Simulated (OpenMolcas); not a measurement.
## V2+: ligand-field states by method

V2+ with its 6 nearest fluoride ions at 2.263 Å, on the Ca site of CsCaF3 (a = 4.526 Å, distance in the model lattice 2.263 Å). The rest of the host is ab initio model potentials to 7.6 Å and point charges beyond; the distance is set by hand and nothing relaxes. Ligand basis ANO-RCC-VDZP.

```yaml
Program: OpenMolcas
Basis: ANO-RCC-VTZP [6s5p3d2f1g]
Scalar_Hamiltonian: DKH2, point nucleus
Active_space: 3 electrons in 5 orbitals (3d)
State_averaging: 2S+1 = 4 even, 10 roots; 2S+1 = 2 even, 40 roots
Spin-orbit_coupling: state interaction with AMFI integrals over the reference wave functions
```

I. CASSCF
II. SS-CASPT2, IPEA 0.25 Eh, imaginary shift 0.1 Eh (closed shells correlated: 3s 3p and the ligand valence shells)

Spin-free states (labels of O, the rotations of Oh) in cm-1, each column counted from its own energy of the first state listed:

```csv
State,Degeneracy,I,II
4A2,1,0,0
4T2,3,7069,7930
4T1,3,12108,12320
2E,2,16520,12990
2T1,3,17309,13800
2A1,1,21308,18030
2T2,3,21832,17540
4T1,3,23642,21050
2T2,3,24354,21370
2T1,3,25019,22090
2E,2,26765,22890
2T1,3,29525,25940
2T1,3,32198,30950
2T2,3,33209,31220
2E,2,38172,37010
2A2,1,40136,33800
2T2,3,40889,34510
2T1,3,44127,39010
2E,2,60645,51120
2T2,3,63316,55430
```

From I to II, I's first state of the same spin (4T2) moves from 7069 to 7930 cm-1, by about +870 cm-1.

From I to II, I's first state of another spin (2E) moves from 16520 to 12990 cm-1, by about -3500 cm-1.

χT at 300 K: I 1.84, II 1.85 cm3 K/mol.

Roots that are degenerate in the reference are averaged as groups; the widest CASPT2 spread within a group is 120 cm-1 (the 3-fold group of multiplicity 2 near 55400 cm-1 above the lowest state of its run, II). Shifts and gaps below about the spread of the groups concerned are not significant. Over all roots computed the reference weight is 0.73 to 0.74 in II; a low but even weight reflects the number of correlated electrons. Ligand-to-metal charge-transfer states are missing. With no ligand orbital active B as a rule stays too high, so bands that hang on it stand too high and its fall with covalency is understated. Without dynamic correlation the repulsion within the d shell is too large (B by tens of per cent), so at a given field states of lower spin stand too high (holds for I). With metal d orbitals alone and no dynamic correlation 10Dq can be off by a tenth to a fifth, either way, in oxide and fluoride hosts (holds for I). These CASPT2 states fit no ligand-field parameters well, so their order and spin gaps are uncertain (holds for II). With one d shell and no ligand orbital active, 10Dq can be off by tens of per cent for divalent 3d ions, low with halides held by bare charges and at times high in hosts (holds for II). Free-ion shares, where given, are those of the reference states; single-state CASPT2 does not remix them (holds for II). The distance lies 5 % over the 2.157 Å that this model takes as the normal distance (a Shannon-type radius plus a fixed donor radius, weighted with the host); by an R⁻⁵ law this alone changes a d-shell field by about -21 %. No measured value stands beside these numbers; the geometry was set by hand and not optimised.
